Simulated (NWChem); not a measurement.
The standard entropy of AsH3 (arsine) from a frequency calculation

A singlet with charge 0, relaxed at B3LYP/6-31G* (spherical functions) (NWChem 7.3.0):

```xyz
4

As    0.0000    0.0000   -0.0799
H     1.1018    0.6293    0.7800
H    -1.0959    0.6395    0.7800
H    -0.0059   -1.2688    0.7800
```

Harmonic wavenumbers in cm⁻¹: 954, 1032, 1032, 2181, 2202, 2202.

Masses in u: As 74.922, H 1.008. Take T = 298.15 K, p = 1 bar, R = 8.3145 J/(mol K), kT/hc = 207.22 cm⁻¹, rigid rotor and harmonic oscillator.

Task: Compute the standard molar entropy.

Result: 
1. Translation (Sackur–Tetrode): S = R[3/2 ln M + 5/2 ln T − 1.1517] with M = 77.946 gives 163.2 J/(mol K).
2. Rotation: principal moments 4.583, 4.584, 4.868 u Å² give A, B, C = 3.678, 3.6778, 3.4626 cm⁻¹; the symmetry number is σ = 3; q = (√π/σ)√((kT/hc)³/ABC) = 258; S = R(ln q + 3/2) = 58.6.
3. Vibration: with u = ν̃/207.22, each mode gives R[u/(eᵘ − 1) − ln(1 − e⁻ᵘ)]; the sum is 1.2, most from 954 cm⁻¹ (0.5), 1032 cm⁻¹ (0.3), 1032 cm⁻¹ (0.3).
4. Spin: R ln 1 = 0.0.
5. Sum: 163.2 + 58.6 + 1.2 + 0.0 = 223.0 J/(mol K).

No measured value is set beside it here.
